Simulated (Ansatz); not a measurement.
A nudged elastic band was laid between two geometries of C₂H₆AlN (10 atoms, charge 0, multiplicity 1).

These are results of Ansatz, RKS PBE0-D4/6-31G*, not measurements.

| Property | Result |
| --- | --- |
| movable images | 9 |
| climbing image | yes |
| spring | 5.0 eV/Å² |
| optimiser | quadratic models (default) |
| start path | IDPP |
| force threshold | 0.05 eV/Å |
| iteration limit | 60 |
| end points | relaxed |

Initial state:

```xyz
10
Properties=species:S:1:pos:R:3
C -1.360 1.328 -0.206
Al 0.326 0.335 -0.282
C 0.596 -1.459 0.534
N 1.711 -2.093 0.473
H -1.303 2.300 -0.709
H -1.667 1.510 0.833
H -2.176 0.761 -0.671
H 1.653 0.862 -1.006
H -0.189 -2.002 1.081
H 2.408 -1.542 -0.046
```

Final state:

```xyz
10
Properties=species:S:1:pos:R:3
C -1.380 1.341 -0.202
Al 0.386 0.507 -0.386
C 0.726 -1.285 0.400
N 1.914 -1.735 0.215
H -1.434 2.327 -0.677
H -1.655 1.467 0.854
H -2.166 0.717 -0.649
H 1.593 1.206 -1.153
H -0.021 -1.880 0.959
H 2.037 -2.664 0.641
```

(1) What changes between the two ends?

(2) What energy profile does the band end with?

(3) What is the geometry of the highest image?

Answers

(1) No bond is made or broken. The dihedral Al2–C3–N4–H10 changes from 0 to -180° by way of a nearly straight angle C3–N4–H10 (up to 179°), not by a turn about the bond.

(2) It converged. The highest image is number 5 of 0 to 10, 1.42 eV above the first end and 1.40 eV above the last; the last end lies 0.02 eV above the first. A vibrational analysis at the climbing image gives 2 clearly imaginary modes (1284i, 41i cm⁻¹): a point of higher order, so a lower path passes nearby.

| image | path coordinate (Å) | energy (eV) | angle C3–N4–H10 (°) |
| --- | --- | --- | --- |
| 0 | 0.00 | 0.00 | 110 |
| 1 | 0.36 | 0.00 | 110 |
| 2 | 0.72 | 0.00 | 110 |
| 3 | 1.08 | 0.05 | 114 |
| 4 | 1.44 | 0.55 | 137 |
| 5 | 1.80 | 1.42 | 179 |
| 6 | 2.20 | 0.51 | 137 |
| 7 | 2.59 | 0.05 | 114 |
| 8 | 2.98 | 0.02 | 112 |
| 9 | 3.38 | 0.02 | 112 |
| 10 | 3.77 | 0.02 | 112 |

(3) 
```xyz
10
Properties=species:S:1:pos:R:3:forces:R:3
C -1.429 1.371 -0.083 -0.01 -0.01 0.00
Al 0.299 0.453 -0.278 0.00 0.00 0.01
C 0.658 -1.391 0.432 0.00 -0.01 0.01
N 1.766 -1.911 0.166 -0.02 0.00 -0.01
H -1.343 2.460 -0.162 0.00 0.01 0.00
H -1.911 1.135 0.873 0.00 0.01 -0.01
H -2.127 1.049 -0.869 0.00 0.00 0.00
H 1.526 1.119 -1.060 0.00 0.00 0.00
H -0.083 -1.974 1.037 0.02 0.00 0.00
H 2.644 -2.312 -0.055 0.01 0.01 0.00
```

Time of the run: 6.5 min on 1 CPU thread of a shared host.
